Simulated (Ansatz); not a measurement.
`O=C=[N][Al]([Cl])[Cl]` + H₂ → `[Cl][AlH][Cl]` + `N=C=O` at 500 K and 1 bar (hydrogenolysis of the Al–N bond).

Program: Ansatz. Geometries: PBE0-D4/def2-TZVP. ΔE: electronic, gas phase. CBS: MP2 limit from def2 TZ/QZ plus the TZ coupled-cluster correction, frozen cores. This one scheme is used for every species. One conformer a species, not always the lowest.

```json
{"species": "`O=C=[N][Al]([Cl])[Cl]`", "CCSD(T)/CBS energy (Eh)": "-1329.69600", "H − E (kJ/mol)": "87.3", "S (J/(mol·K))": "424.2"}
{"species": "H₂", "CCSD(T)/CBS energy (Eh)": "-1.17544", "H − E (kJ/mol)": "41.0", "S (J/(mol·K))": "145.5"}
{"species": "`[Cl][AlH][Cl]`", "CCSD(T)/CBS energy (Eh)": "-1162.30651", "H − E (kJ/mol)": "52.9", "S (J/(mol·K))": "322.5"}
{"species": "`N=C=O`", "CCSD(T)/CBS energy (Eh)": "-168.51995", "H − E (kJ/mol)": "77.7", "S (J/(mol·K))": "264.2"}
```

H − E and S are ideal-gas, rigid-rotor, harmonic terms from PBE0-D4/def2-TZVP, for one conformer and one mirror image of each species. The MP2-based limit puts H₂ 0.8 mEh under its directly extrapolated value; such offsets cancel only in part. 1 Eh = 2625.50 kJ/mol, R = 8.31446 J/(mol·K).

Task: By hand: ΔE, ΔH, ΔS and ΔG.

Result: ΔE = (-1162.30651) + (-168.51995) − (-1329.69600) − (-1.17544) = 0.04498 Eh = 118.1 kJ/mol. Δ(H − E) = 52.9 + 77.7 − 87.3 − 41.0 = 2.3, so ΔH = 120.4 kJ/mol. ΔS = 322.5 + 264.2 − 424.2 − 145.5 = 17.0 J/(mol·K). ΔG = 120.4 − 500 × (17.0)/1000 = 111.9 kJ/mol.

Task: By hand: the equilibrium constant, and the temperature at which ΔG would vanish if ΔH and ΔS stayed fixed.

Result: log₁₀ K = −ΔG/(RT ln 10) = -11.7. ΔG = 0 at ΔH/ΔS = 7082 K, far beyond where these terms or the molecules hold.

ΔH outweighs TΔS. A doubt of 5 kJ/mol in ΔE shifts log₁₀ K by 0.5 here. Other conformers and mirror images would add mixing entropy, several J/(mol·K) or more a flexible species. Modes under 60 cm⁻¹, often nearly free rotors, make the harmonic entropy too high. These are equilibria of isolated gas molecules and say nothing of rates. Largest T1 diagnostic: 0.018 (customary marks: 0.02 for closed shells, 0.045 for open ones).
